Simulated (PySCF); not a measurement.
```xyz
4
charge -1 multiplicity 6, angstrom
Pd    0.0000    0.0000   -0.0522
O     0.0000    0.0000    2.0319
O     1.6937    0.0000   -0.8764
O    -1.6937    0.0000   -0.8764
```

These are results of UPBE0/[Pd def2-SVPD with ECP28, O def2-SVPD], scalar-relativistic core potentials, density fitting, no spin–orbit coupling, PySCF, not measurements.

This geometry of [PdO3]- is a stationary point at this level.

(1) What is the point group?

(2) Is it a minimum?

(3) What are the dipole moment and the gap between the highest occupied and lowest empty levels of either spin?

(4) Give the ideal-gas entropy at 298.15 K and 1 bar by parts.

## Answers

(1) Cs.

(2) Yes: all harmonic wavenumbers are real.

(3) 0.52 D about the centre of mass and 2.73 eV.

(4) translation 171.7, rotation 107.7, vibration 54.6, spin 14.9; total 348.9 J/(mol K).

This need not be the most stable arrangement of these atoms. Open d and f shells are described by one determinant, and the ground state may have another occupation or spin. The lowest empty level of this anion is unbound, so it and the gap depend on the basis. At this level a doublet minimum of C2v symmetry lies 187 kJ/mol below this structure.
